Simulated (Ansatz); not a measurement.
Species: sum formula SiN$_{2}$H$_{4}$Cl$_{2}$, charge 0, multiplicity 1. 
Coordinates optimised at B3LYP-D3(BJ)/def2-TZVP (Ansatz, a quantum-chemistry and plane-wave program):
```
Si
N 1 1.6925
H 2 1.0069 1 120.84
H 2 1.0080 3 112.58 1 152.00
N 1 1.6925 2 109.07 3 -156.63
H 5 1.0069 1 120.84 2 -156.63
H 5 1.0080 6 112.58 1 152.00
Cl 1 2.0678 2 116.48 3 85.13
Cl 1 2.0678 2 104.75 3 -31.26
```
Charge 0, spin multiplicity 1.

Parts of the frozen-core correlation energy in cc-pVTZ (Ansatz, hartree). Frozen orbitals: 17; correlated occupied orbitals by spin: 16 and 16; virtual: 185 and 185. Spin-orbit coupling is left out. No relativistic terms.

```json
[
 {"term": "reference (HF)", "value": "-1319.45305"},
 {"term": "MP2 opposite-spin", "value": "-0.68996"},
 {"term": "MP2 same-spin", "value": "-0.22927"},
 {"term": "CCSD correlation", "value": "-0.96553"},
 {"term": "(T)", "value": "-0.03906"},
 {"term": "T1 diagnostic", "value": "0.009"},
 {"term": "largest doubles amplitude", "value": "0.019"}
]
```
